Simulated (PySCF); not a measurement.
# Al⁺ (aluminium, charge +1) across methods

[Ne] 3p2, high-spin 3P determinant (an excited configuration). All numbers are calculated (PySCF 2.14, the non-relativistic Hamiltonian (point nucleus), in def2-TZVPPD).

| method | E (hartree) | mean ε 2p α (eV) | mean ε 2p β (eV) | mean ε 3p α (eV) | Σ⟨r²⟩ (bohr²) | ⟨S²⟩ |
| --- | --- | --- | --- | --- | --- | --- |
| r2SCAN | -241.7294 | -82.873 | -82.590 | -11.177 | 21.85 | 2.000 |
| BLYP | -241.7662 | -81.037 | -80.797 | -10.817 | 21.64 | 2.000 |
| wB97X | -241.7298 | -87.840 | -87.622 | -13.602 | 21.97 | 2.000 |
| PBE | -241.6229 | -81.114 | -80.833 | -11.065 | 21.75 | 2.000 |
| LDA | -240.6991 | -81.160 | -80.865 | -11.005 | 21.76 | 2.000 |
| PBE0 | -241.6361 | -86.000 | -85.643 | -11.808 | 21.95 | 2.000 |
| B3LYP | -241.7664 | -85.127 | -84.812 | -11.573 | 21.80 | 2.000 |
| revPBE | -241.7140 | -81.062 | -80.802 | -11.057 | 21.73 | 2.000 |

Question: Estimate the same row for UHF.

Answer: E (hartree) = -241.27610; mean ε 2p α (eV) = -99.547; mean ε 2p β (eV) = -98.951; mean ε 3p α (eV) = -13.592; Σ⟨r²⟩ (bohr²) = 23.07; ⟨S²⟩ = 2.000.
